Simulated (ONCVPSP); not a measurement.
**What the settings do to the ONCV potential of molybdenum (Mo)**

Base potential:

Mo, optimised norm-conserving Vanderbilt (ONCV), made with ONCVPSP 4.0.1 (PW91, fully relativistic). Core [Ar] 3d10, reference 4s2 4p6 4d5 (charge +1). Waves: 4s: rc 1.10 bohr, ncon 4, nbas 7, qcut 4.6 1/bohr, 2 projectors, debl 1.9 Ha; 4p: rc 2.10 bohr, ncon 4, nbas 8, qcut 8.1 1/bohr, 2 projectors, debl 1.4 Ha; 4d: rc 2.25 bohr, ncon 4, nbas 8, qcut 5.8 1/bohr, 1 projector. Local part: polynomial inside 0.80 bohr (lpopt 5, dvloc0 3 Ha). Core correction: polynomial model core, fcfact 0.6.

Open shells are filled in proportion to 2j + 1.

In the s channel the program set the typed energies aside and used -2.615, 0.250 Ha. In the p channel the program set the typed energies aside and used -1.637, 0.250 Ha (j = l + 1/2; the other j can differ).

Cutoffs, loose and tight: the cutoffs (Ha) at which the residual kinetic energy of the hardest occupied pseudo-wave falls to 1 and 0.1 mHa per electron. They do not see the model core or the augmentation charge, which bear on the density cutoff. Test errors are all-electron minus pseudo excitation energies from the reference, over the configurations 4s2 4p6 4d5 5s1; 4s2 4p6 4d4; 4s2 4p6 4d3; 4s2 4p6 4d4 5s1 5p1. A dash means not determined; rows that change the core or the reference have their own tests.

1 further variants are left out, since the program set their typed debl aside.

A true bound ghost makes a file unfit for plane-wave use even where its test errors are small: the radial tests pick states by their node count and pass the ghost by.

| change | outcome | cutoff, loose | cutoff, tight | bound ghosts | GHOST(+) flags above zero | largest test error (meV) |
| --- | --- | --- | --- | --- | --- | --- |
| base | generated, projector energies reset by the program | 96 Ha | 111 Ha | none | s | +36 |
| d: rc 1.58 | generated, projector energies reset by the program | 96 Ha | 111 Ha | none | s | +12 |
| p: nbas 7 | generated, projector energies reset by the program | 96 Ha | 111 Ha | none | s | +36 |
| s: qcut 5.7 | generated, projector energies reset by the program | 86 Ha | 103 Ha | none | s | +36 |
| local potential polynomial inside 0.80 bohr (lpopt 5, dvloc0 10 Ha) | generated, projector energies reset by the program | 96 Ha | 111 Ha | none | s | +36 |
| reference 4s2 4p6 4d5 5s0.5; wave 4s: rc 1.10 bohr, ncon 4, nbas 7, qcut 4.6 1/bohr, 2 projectors, debl 1.9 Ha becomes 4s+5s: rc 1.10 bohr, ncon 4, nbas 7, qcut 4.6 1/bohr, 2 projectors | generated, projector energies reset by the program | 96 Ha | 125 Ha | none | s | +0.3 |
| d: nproj 3 | generated, projector energies reset by the program | 96 Ha | 111 Ha | none | s | +54 |
| core correction polynomial model core, fcfact 0.72 | generated, projector energies reset by the program | 96 Ha | 111 Ha | none | s | +36 |

(1) What comes out with this change to the base: d: qcut 4.4?

(2) What comes out with this change to the base: all radii but the core radius scaled by about 1.09 (s 1.20, p 2.28, d 2.44 bohr); local potential polynomial inside 0.86 bohr (lpopt 5, dvloc0 3 Ha)?

(3) What comes out with this change to the base: local potential polynomial inside 0.75 bohr (lpopt 5, dvloc0 -1 Ha)?

## Answers

(1) outcome: generated, projector energies reset by the program; cutoff, loose: 96 Ha; cutoff, tight: 111 Ha; bound ghosts: none; GHOST(+) flags above zero: s, d5/2; largest test error (meV): +86.

(2) outcome: generated, projector energies reset by the program; cutoff, loose: 83 Ha; cutoff, tight: 97 Ha; bound ghosts: none; GHOST(+) flags above zero: s; largest test error (meV): +57.

(3) outcome: generated, projector energies reset by the program; cutoff, loose: 96 Ha; cutoff, tight: 111 Ha; bound ghosts: s; GHOST(+) flags above zero: p3/2, p1/2; largest test error (meV): +37.
